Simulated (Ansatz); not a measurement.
`CC[SiH2]O`, charge 0, multiplicity 1.

**Question.** Give a relaxed structure at PBE0-D4/def2-TZVP (Ansatz 0.2.0). (Best estimate.)

**Answer.** Computed: 
```xyz
12

C    -0.918   -0.708    0.963
C    -0.852    0.205   -0.259
Si    0.877    0.784   -0.668
O     1.902   -0.473   -0.988
H    -0.520   -0.213    1.853
H    -0.339   -1.622    0.807
H    -1.944   -1.011    1.189
H    -1.263   -0.302   -1.139
H    -1.471    1.097   -0.106
H     1.399    1.581    0.483
H     0.873    1.619   -1.895
H     2.256   -0.957   -0.241
```
This is one stationary point; other conformers may exist.
